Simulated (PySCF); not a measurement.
Isomers of C4H10ClFSi2, mass 167.999 u with the commonest isotopes. Computed with PBE0/pcSseg-1 in PySCF (dipole) on a GFN2-xTB geometry, gas phase. One conformer each, none proved a minimum here; rigid rotors.

**Question.** Order these by radius of gyration √(Σ m r²/M), smallest first.
A. `[F:1][C@@H:2]([SiH3:3])[Si@@H:4]([Cl:5])[CH:6]1[CH2:7][CH2:8]1` with F1–C2–Si4–Cl5 66°, C2–Si4–C6–C7 85°
B. `[CH3:1][CH2:2][Si@H:3]([Cl:4])/[C:5]([F:6])=[CH:7]/[SiH3:8]` with C1–C2–Si3–Cl4 -58°, C2–Si3–C5–F6 -168°
C. `[CH3:1][C@@H:2]1[SiH2:3][CH2:4][Si@H:5]1[C@@H:6]([F:7])[Cl:8]` with C4–Si5–C6–F7 46°, C1–C2–Si3–C4 -113°, C2–Si3–C4–Si5 -6°, Si3–C4–Si5–C6 -105°, C1–C2–Si5–C4 113°
D. `[CH2:1]=[CH:2][SiH2:3][C@@H:4]([F:5])[SiH2:6][CH2:7][Cl:8]` with C1–C2–Si3–C4 3°, C2–Si3–C4–F5 176°, Si3–C4–Si6–C7 -131°, C4–Si6–C7–Cl8 -179°
E. `[CH2:1]=[CH:2][SiH2:3][SiH2:4][C@@H:5]([Cl:6])[CH2:7][F:8]` with C1–C2–Si3–Si4 91°, C2–Si3–Si4–C5 -53°, Si3–Si4–C5–Cl6 175°, Si4–C5–C7–F8 61°

**Answer.** C (2.243 Å), A (2.336 Å), E (2.396 Å), B (2.560 Å), D (2.683 Å).

**Question.** Order these by rotational constant B, smallest first.
A. `[CH3:1][C@@H:2]1[SiH2:3][CH2:4][Si@H:5]1[C@@H:6]([F:7])[Cl:8]` with C4–Si5–C6–F7 46°, C1–C2–Si3–C4 -113°, C2–Si3–C4–Si5 -6°, Si3–C4–Si5–C6 -105°, C1–C2–Si5–C4 113°
B. `[F:1][C@@H:2]([SiH3:3])[Si@@H:4]([Cl:5])[CH:6]1[CH2:7][CH2:8]1` with F1–C2–Si4–Cl5 66°, C2–Si4–C6–C7 85°
C. `[CH3:1][CH2:2][Si@H:3]([Cl:4])/[C:5]([F:6])=[CH:7]/[SiH3:8]` with C1–C2–Si3–Cl4 -58°, C2–Si3–C5–F6 -168°
D. `[CH2:1]=[CH:2][SiH2:3][SiH2:4][C@@H:5]([Cl:6])[CH2:7][F:8]` with C1–C2–Si3–Si4 91°, C2–Si3–Si4–C5 -53°, Si3–Si4–C5–Cl6 175°, Si4–C5–C7–F8 61°
E. `[CH2:1]=[CH:2][SiH2:3][C@@H:4]([F:5])[SiH2:6][CH2:7][Cl:8]` with C1–C2–Si3–C4 3°, C2–Si3–C4–F5 176°, Si3–C4–Si6–C7 -131°, C4–Si6–C7–Cl8 -179°

**Answer.** E (503.7 MHz), C (568.1 MHz), D (658.6 MHz), A (776.0 MHz), B (958.5 MHz).

**Question.** Order these by rotational constant A, smallest first.
A. `[CH2:1]=[CH:2][SiH2:3][SiH2:4][C@@H:5]([Cl:6])[CH2:7][F:8]` with C1–C2–Si3–Si4 91°, C2–Si3–Si4–C5 -53°, Si3–Si4–C5–Cl6 175°, Si4–C5–C7–F8 61°
B. `[CH3:1][C@@H:2]1[SiH2:3][CH2:4][Si@H:5]1[C@@H:6]([F:7])[Cl:8]` with C4–Si5–C6–F7 46°, C1–C2–Si3–C4 -113°, C2–Si3–C4–Si5 -6°, Si3–C4–Si5–C6 -105°, C1–C2–Si5–C4 113°
C. `[CH2:1]=[CH:2][SiH2:3][C@@H:4]([F:5])[SiH2:6][CH2:7][Cl:8]` with C1–C2–Si3–C4 3°, C2–Si3–C4–F5 176°, Si3–C4–Si6–C7 -131°, C4–Si6–C7–Cl8 -179°
D. `[F:1][C@@H:2]([SiH3:3])[Si@@H:4]([Cl:5])[CH:6]1[CH2:7][CH2:8]1` with F1–C2–Si4–Cl5 66°, C2–Si4–C6–C7 85°

**Answer.** D (1217 MHz), A (1681 MHz), B (1841 MHz), C (2114 MHz).

| SMILES | point group | Ia (u·Å²) | Ib (u·Å²) | Ic (u·Å²) | κ | μa (D) | μb (D) | μc (D) |
| --- | --- | --- | --- | --- | --- | --- | --- | --- |
| C[C@@H]1[SiH2]C[Si@H]1[C@@H](F)Cl | C1 | 274.50 | 651.28 | 765.01 | -0.80 | 1.42 | 0.13 | 1.56 |
| C=C[SiH2][C@@H](F)[SiH2]CCl | C1 | 239.05 | 1003.27 | 1175.51 | -0.91 | 2.43 | 0.68 | 0.73 |
| CC[Si@H](Cl)/C(F)=C/[SiH3] | C1 | 269.71 | 889.58 | 1043.05 | -0.88 | 0.57 | 2.63 | 0.05 |
| F[C@@H]([SiH3])[Si@@H](Cl)C1CC1 | C1 | 415.18 | 527.24 | 891.53 | 0.20 | 0.24 | 3.06 | 0.86 |
| C=C[SiH2][SiH2][C@@H](Cl)CF | C1 | 300.66 | 767.36 | 860.72 | -0.87 | 0.61 | 0.48 | 0.37 |
